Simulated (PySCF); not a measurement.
System (SMILES): Cl[C]Cl (closed-shell singlet).
Geometry (B3LYP-D3(BJ)/def2-TZVP, fixed):
```
C
Cl 1 1.7242
Cl 1 1.7242 2 109.61
```
Charge 0, spin multiplicity 1.

Basis-set convergence of the lowest singlet excitation energy at PBE with PySCF. Tamm-Dancoff approximation; the state is taken by its order, and sets in which it differs in degeneracy or brightness are left out, yet its character can still change. All functions are spherical. Density fitting with generated auxiliary sets. No added dispersion term, no relativity. Reference: the value in aug-pcseg-3, 2.553 eV, itself unsure by roughly 0.010 eV (its mean distance from aug-cc-pV(Q+d)Z, aug-pcseg-2, aug-cc-pV(T+d)Z). Deviations are taken from unrounded values. Cost is core time over that of pcseg-1, rough, on shared machines of one kind; a dash marks a row that isn't timed (too short, read off another run, short of memory, by another algorithm or on other hardware).

| basis | functions | lowest singlet excitation energy (eV) | minus reference (eV) | cost |
|---|---|---|---|---|
| pcseg-1 | 50 | 2.647 | 0.094 | 1× |
| 6-31+G* | 62 | 2.704 | 0.151 | - |
| aug-pcseg-1 | 77 | 2.651 | 0.098 | 2× |
| 6-311++G(2d,2p) | 97 | 2.605 | 0.052 | 3× |
| pcseg-2 | 98 | 2.609 | 0.057 | 3× |
| def2-TZVPD | 129 | 2.562 | 0.009 | 4× |
| 6-311++G(3df,3pd) | 133 | 2.572 | 0.019 | 4× |
| pcseg-3 | 188 | 2.558 | 0.006 | 6× |
| aug-pcseg-3 | 263 | 2.553 | 0.000 | 10× |
